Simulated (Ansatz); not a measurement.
Steps of a relaxation of C$_{4}$H$_{13}$NSi, SMILES `CN(C)[SiH](C)C` with RKS PBE0-D4/def2-TZVP.

```sh
$ ansatz run in.yaml --threads 2 --pin off --events-out ev --progress --plain --max-ram 32768MiB --backend cuda --devices 0, --max-vram 18GiB
```

```yaml
crystal:
  periodic: [false, false, false]
  atoms:
    - {symbol: C, position_ang: [0.357558, -1.667646, 0.833671]}
    - {symbol: N, position_ang: [0.850333, -0.484236, 0.160096]}
    - {symbol: C, position_ang: [1.995241, -0.735365, -0.690193]}
    - {symbol: Si, position_ang: [-0.176500, 0.921494, -0.106919]}
    - {symbol: C, position_ang: [-1.433076, 0.704495, -1.510482]}
    - {symbol: C, position_ang: [-1.093140, 1.346511, 1.488447]}
    - {symbol: H, position_ang: [1.156997, -2.136935, 1.456171]}
    - {symbol: H, position_ang: [-0.006198, -2.461628, 0.130546]}
    - {symbol: H, position_ang: [-0.481360, -1.417982, 1.514731]}
    - {symbol: H, position_ang: [2.365060, 0.211100, -1.135802]}
    - {symbol: H, position_ang: [1.779323, -1.442869, -1.532868]}
    - {symbol: H, position_ang: [2.836818, -1.181598, -0.107260]}
    - {symbol: H, position_ang: [0.772088, 2.032650, -0.483124]}
    - {symbol: H, position_ang: [-0.925059, 0.462447, -2.466722]}
    - {symbol: H, position_ang: [-2.141700, -0.120162, -1.285751]}
    - {symbol: H, position_ang: [-2.028052, 1.628801, -1.667655]}
    - {symbol: H, position_ang: [-0.391721, 1.429592, 2.343003]}
    - {symbol: H, position_ang: [-1.862682, 0.588259, 1.741815]}
    - {symbol: H, position_ang: [-1.615729, 2.318975, 1.374797]}
basis:
  gaussian: {orbitals: def2-TZVP}
hamiltonian: {xc: pbe0, dispersion: d4}
relax: {f_tol: 0.005, max_steps: 150}
```

Positions (Å) and forces (eV/Å) along the path, 7 of 10 steps:

```xyz
19
step=1 energy=-13721.0595 eV
C     0.358   -1.668    0.834   -0.086   -0.314    0.131
N     0.850   -0.484    0.160   -0.306    0.298   -0.120
C     1.995   -0.735   -0.690    0.263   -0.097   -0.205
Si   -0.176    0.921   -0.107    0.231   -0.419    0.073
C    -1.433    0.704   -1.510   -0.108   -0.035   -0.142
C    -1.093    1.347    1.488   -0.094    0.038    0.165
H     1.157   -2.137    1.456   -0.376    0.289   -0.325
H    -0.006   -2.462    0.131    0.190    0.450    0.316
H    -0.481   -1.418    1.515    0.419   -0.084   -0.347
H     2.365    0.211   -1.136   -0.209   -0.453    0.241
H     1.779   -1.443   -1.533    0.051    0.369    0.450
H     2.837   -1.182   -0.107   -0.458    0.245   -0.253
H     0.772    2.033   -0.483   -0.194   -0.227    0.066
H    -0.925    0.462   -2.467   -0.237    0.118    0.458
H    -2.142   -0.120   -1.286    0.337    0.392   -0.100
H    -2.028    1.629   -1.668    0.292   -0.434    0.088
H    -0.392    1.430    2.343   -0.339   -0.038   -0.416
H    -1.863    0.588    1.742    0.372    0.360   -0.127
H    -1.616    2.319    1.375    0.252   -0.458    0.048
19
step=2 energy=-13721.1393 eV
C     0.354   -1.657    0.829   -0.026   -0.124    0.056
N     0.847   -0.476    0.167   -0.235    0.276   -0.076
C     1.980   -0.730   -0.688    0.108   -0.043   -0.078
Si   -0.173    0.914   -0.104    0.136   -0.300    0.073
C    -1.418    0.696   -1.500   -0.004   -0.006   -0.009
C    -1.086    1.336    1.480   -0.013    0.015    0.005
H     1.146   -2.119    1.442   -0.121    0.078   -0.098
H    -0.004   -2.432    0.124    0.061    0.139    0.102
H    -0.476   -1.409    1.501    0.120   -0.033   -0.095
H     2.342    0.206   -1.131   -0.053   -0.133    0.065
H     1.752   -1.430   -1.516    0.019    0.115    0.142
H     2.811   -1.170   -0.111   -0.133    0.072   -0.086
H     0.766    2.015   -0.481   -0.047   -0.041    0.014
H    -0.914    0.457   -2.445   -0.066    0.034    0.130
H    -2.120   -0.119   -1.277    0.094    0.111   -0.028
H    -2.004    1.611   -1.653    0.081   -0.122    0.024
H    -0.394    1.422    2.326   -0.093   -0.012   -0.119
H    -1.846    0.584    1.730    0.105    0.101   -0.038
H    -1.605    2.297    1.364    0.068   -0.129    0.017
19
step=3 energy=-13721.1494 eV
C     0.352   -1.651    0.828    0.003   -0.025    0.014
N     0.843   -0.470    0.168   -0.054    0.069   -0.011
C     1.971   -0.726   -0.689    0.025   -0.012   -0.011
Si   -0.169    0.907   -0.100    0.025   -0.050    0.018
C    -1.407    0.690   -1.491    0.011    0.004    0.009
C    -1.084    1.332    1.473    0.006    0.002   -0.015
H     1.142   -2.113    1.434    0.006   -0.001    0.004
H    -0.006   -2.418    0.123   -0.003   -0.002   -0.008
H    -0.473   -1.407    1.500   -0.005    0.003    0.005
H     2.332    0.205   -1.131    0.001    0.007   -0.003
H     1.737   -1.421   -1.510   -0.008   -0.004   -0.005
H     2.799   -1.166   -0.118    0.005   -0.002    0.005
H     0.763    2.008   -0.477    0.006    0.014   -0.004
H    -0.905    0.453   -2.432    0.001   -0.002   -0.010
H    -2.108   -0.120   -1.271   -0.007   -0.006   -0.001
H    -1.990    1.603   -1.644   -0.005    0.005   -0.003
H    -0.397    1.420    2.317    0.002    0.002    0.011
H    -1.840    0.583    1.721   -0.007   -0.006    0.005
H    -1.602    2.288    1.355   -0.002    0.003   -0.001
19
step=5 energy=-13721.1496 eV
C     0.355   -1.652    0.832    0.001   -0.001    0.000
N     0.840   -0.471    0.167    0.003    0.004    0.000
C     1.967   -0.728   -0.693    0.000   -0.001    0.003
Si   -0.168    0.906   -0.097   -0.005   -0.005    0.001
C    -1.403    0.695   -1.493    0.001    0.000   -0.001
C    -1.087    1.329    1.474    0.002    0.006   -0.001
H     1.149   -2.111    1.436    0.000    0.000    0.000
H    -0.005   -2.421    0.129    0.000    0.000    0.001
H    -0.468   -1.408    1.507    0.001    0.000    0.000
H     2.325    0.202   -1.140   -0.001    0.000   -0.001
H     1.731   -1.427   -1.511    0.000    0.000   -0.001
H     2.798   -1.164   -0.122   -0.001    0.000   -0.001
H     0.763    2.011   -0.470   -0.001   -0.001    0.000
H    -0.898    0.453   -2.432   -0.002    0.001   -0.002
H    -2.109   -0.112   -1.275    0.002    0.000    0.000
H    -1.981    1.610   -1.650    0.001    0.002    0.000
H    -0.402    1.425    2.319    0.000    0.000    0.001
H    -1.839    0.577    1.724   -0.002   -0.002    0.000
H    -1.610    2.282    1.351    0.000   -0.002    0.000
19
step=6 energy=-13721.1496 eV
C     0.357   -1.653    0.835    0.001    0.004   -0.002
N     0.840   -0.472    0.167    0.004   -0.007    0.003
C     1.965   -0.729   -0.695   -0.006    0.002    0.002
Si   -0.169    0.905   -0.097    0.003    0.009   -0.006
C    -1.402    0.698   -1.495   -0.002   -0.005    0.001
C    -1.089    1.328    1.474   -0.002   -0.001    0.000
H     1.154   -2.109    1.438    0.000    0.000    0.000
H    -0.003   -2.423    0.135    0.000   -0.001    0.001
H    -0.464   -1.408    1.513    0.001    0.000    0.000
H     2.321    0.200   -1.145    0.000   -0.001    0.000
H     1.727   -1.430   -1.511    0.001    0.000   -0.001
H     2.798   -1.164   -0.126   -0.001    0.000   -0.001
H     0.763    2.010   -0.467    0.001   -0.001    0.001
H    -0.896    0.457   -2.433    0.000    0.001    0.001
H    -2.109   -0.108   -1.279    0.000    0.000   -0.001
H    -1.978    1.614   -1.652    0.002    0.001    0.002
H    -0.405    1.425    2.320    0.000   -0.001   -0.002
H    -1.840    0.574    1.724   -0.001    0.000    0.000
H    -1.613    2.279    1.350    0.001   -0.001    0.000
19
step=8 energy=-13721.1497 eV
C     0.364   -1.649    0.848    0.001    0.004   -0.001
N     0.840   -0.472    0.167    0.000   -0.007    0.003
C     1.958   -0.734   -0.703   -0.003    0.001   -0.002
Si   -0.168    0.906   -0.096   -0.001    0.001   -0.002
C    -1.396    0.705   -1.500    0.000    0.000   -0.001
C    -1.095    1.320    1.473   -0.001   -0.003    0.003
H     1.167   -2.101    1.445   -0.001    0.000   -0.001
H    -0.002   -2.424    0.156    0.000    0.001    0.001
H    -0.450   -1.399    1.531    0.001    0.000   -0.001
H     2.311    0.193   -1.161    0.000   -0.001    0.001
H     1.714   -1.440   -1.513    0.000    0.001    0.001
H     2.795   -1.165   -0.138    0.001    0.000    0.000
H     0.764    2.013   -0.459    0.000    0.000    0.001
H    -0.887    0.471   -2.439    0.001    0.000    0.002
H    -2.104   -0.102   -1.292    0.001    0.001    0.000
H    -1.970    1.624   -1.652   -0.001   -0.001   -0.001
H    -0.416    1.412    2.323   -0.001    0.000    0.000
H    -1.849    0.566    1.714    0.002    0.002   -0.002
H    -1.618    2.272    1.351    0.001    0.002    0.001
19
step=10 energy=-13721.1497 eV
C     0.368   -1.645    0.855   -0.001   -0.002    0.001
N     0.840   -0.471    0.168   -0.001    0.002    0.000
C     1.953   -0.736   -0.708    0.002   -0.001   -0.001
Si   -0.167    0.906   -0.095   -0.002   -0.001   -0.001
C    -1.390    0.708   -1.503   -0.001    0.001    0.001
C    -1.099    1.316    1.473    0.001    0.000    0.000
H     1.175   -2.097    1.448    0.000    0.000    0.000
H    -0.003   -2.422    0.168    0.000    0.001    0.000
H    -0.441   -1.394    1.544    0.000    0.000    0.000
H     2.303    0.190   -1.170    0.000    0.000    0.000
H     1.703   -1.443   -1.515    0.000    0.000    0.000
H     2.793   -1.167   -0.148   -0.001    0.000    0.000
H     0.764    2.015   -0.454    0.000    0.000    0.001
H    -0.878    0.476   -2.440    0.000    0.000   -0.001
H    -2.098   -0.101   -1.299    0.000    0.000    0.000
H    -1.966    1.625   -1.655    0.000   -0.001   -0.001
H    -0.423    1.398    2.326   -0.001    0.000    0.000
H    -1.858    0.564    1.706    0.000    0.000    0.000
H    -1.616    2.272    1.355    0.000    0.000    0.000
```

Hardware: 2 threads of an AMD EPYC 7R13 on a shared host and a share of an NVIDIA H100 80 GB. Wall time 26 s, peak host memory 0.92 GiB.
